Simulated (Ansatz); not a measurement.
Isolated molecules relaxed with PBE0-D4/def2-TZVP in Ansatz; ΔE leaves out vibrations. CCSD(T)/CBS adds triple-zeta CCSD(T) − MP2 to the extrapolated MP2 energy (def2 sets, frozen cores). This one scheme is used for every species. Functionals use def2-TZVPP. B3LYP here is the variant with VWN-RPA as its local correlation; programs differ in this. def2 core potentials past Kr. For Sn outer-core shells are correlated without core-valence functions, which leaves a few kJ/mol of doubt a bond. Each species was taken in one conformer, which may not be the lowest.

`C[O][Sn]([CH3])([NH2])[Cl]` → `[CH3][SnH]([NH2])[Cl]` + `C=O`  (β-hydride elimination)

`C[O][Sn]([CH3])([NH2])[Cl]`:

Cartesian coordinates in Å:
```
C -1.028 0.553 2.050
O 0.066 0.851 1.217
Sn 0.150 0.190 -0.618
C 0.441 -1.901 -0.778
N 1.620 1.317 -1.381
Cl -1.952 0.673 -1.557
H -1.086 -0.516 2.295
H -1.985 0.856 1.608
H -0.898 1.103 2.987
H 0.499 -2.178 -1.830
H 1.368 -2.171 -0.273
H -0.401 -2.414 -0.315
H 1.613 1.376 -2.391
H 1.593 2.261 -1.013
```

`[CH3][SnH]([NH2])[Cl]`:

Cartesian coordinates in Å:
```
C 0.974 1.224 0.336
Sn 0.231 -0.699 -0.171
N -1.774 -0.721 -0.127
Cl 0.844 -1.025 -2.411
H 2.041 1.269 0.119
H 0.457 1.971 -0.266
H 0.808 1.429 1.394
H 0.863 -2.056 0.646
H -2.229 0.127 0.178
H -2.215 -1.520 0.302
```

`C=O`:

Z-matrix (Å, degrees):
```
C
O 1 1.195
H 1 1.109 2 122.0
H 1 1.109 2 122.0 3 -180.0
```

```json
{"level": "B2PLYP", "ΔE (kJ/mol)": "132.6"}
{"level": "PBE", "ΔE (kJ/mol)": "132.8"}
{"level": "B3LYP", "ΔE (kJ/mol)": "122.3"}
{"level": "HF/def2-TZVPP", "ΔE (kJ/mol)": "110.0"}
{"level": "MP2/def2-TZVPP", "ΔE (kJ/mol)": "148.4"}
{"level": "CCSD(T)/def2-TZVPP", "ΔE (kJ/mol)": "137.8"}
{"level": "MP2/def2-QZVPP", "ΔE (kJ/mol)": "154.2"}
{"level": "HF/CBS(def2)", "ΔE (kJ/mol)": "110.8"}
```

**Question.** What does CCSD(T)/CBS give? (Estimate.)

**Answer.** Computed: +147.6 kJ/mol. The listed levels differ from it by -15.0, -14.8, -25.3, -37.6, 0.8, -9.8, 6.6, -36.8 kJ/mol.

Largest T1 diagnostic among the species: 0.015.

In def2-TZVPP, CCSD(T) changes the Hartree–Fock value by +27.8 kJ/mol (the triples alone add +2.8 kJ/mol) and MP2 by +38.4 kJ/mol. From PBE to PBE0 (25 % exact exchange), in def2-TZVPP and without D4, ΔE moves by +7.3 kJ/mol.
